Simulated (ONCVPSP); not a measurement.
**Hg, ONCV: configuration errors across variants**

```json
{
 "Element": "Hg",
 "Generator": "ONCVPSP 4.0.1",
 "Type": "optimised norm-conserving Vanderbilt (ONCV)",
 "Functional": "PBE",
 "Relativity": "scalar-relativistic",
 "Frozen core": "[Kr] 4d10",
 "Valence charge": "34",
 "Reference configuration": "4f14 5s2 5p6 5d10 6s1 (charge +1)",
 "Partial waves": "5s+6s: rc 1.55 bohr, ncon 5, nbas 8, qcut 6.4 1/bohr, 2 projectors; 5p: rc 1.05 bohr, ncon 5, nbas 9, qcut 8.4 1/bohr, 3 projectors, debl 0.6 Ha; 5d: rc 2.15 bohr, ncon 4, nbas 9, qcut 6.9 1/bohr, 3 projectors, debl 1.4 Ha; 4f: rc 0.60 bohr, ncon 3, nbas 8, qcut 31.7 1/bohr, local",
 "Local potential": "the f channel",
 "Core correction": "Teter function, fcfact 3.25, rcfact 1.2"
}
```

In the p channel the program set the typed energies aside and used -2.779, 0.250, 0.850 Ha.

All-electron excitation energies from the reference (eV): (1) 4f14 5s2 5p6 5d10 6s2 -10.688; (2) 4f14 5s2 5p6 5d10 6s0 18.976; (3) 4f14 5s2 5p6 5d9 6s0 54.502; (4) 4f14 5s2 5p6 5d10 6s1.5 -6.332.

A true bound ghost makes a file unfit for plane-wave use even where its test errors are small: the radial tests pick states by their node count and pass the ghost by.

Errors AE − PS in meV (a dash: test not solved or not reliable):

```csv
change,(1),(2),(3),(4),bound ghosts,GHOST(+) flags above zero
base,+2.6,-9.9,-13,+1.8,"s, p, d",p
f: rc 0.44,+2.8,-9.6,-13,+1.8,"s, p, d",p
f: rc 0.58,+2.7,-9.8,-13,+1.8,"s, p, d",p
f: rc 0.64,+3.4,-8.4,-12,+2.0,"s, p, d",p
f: rc 0.7,+2.8,-9.4,-12,+1.8,"s, p, d",none
f: rc 0.8,+2.8,-9.8,-13,+1.8,"s, p, d","s, p"
f: rc 0.86,+2.7,-9.9,-13,+1.8,"s, p, d","s, p"
```

**Question.** Give the same row for: f: rc 0.5.

**Answer.** +2.8, -9.7, -13, +1.9; bound ghosts: s, p, d; GHOST(+) flags above zero: p.
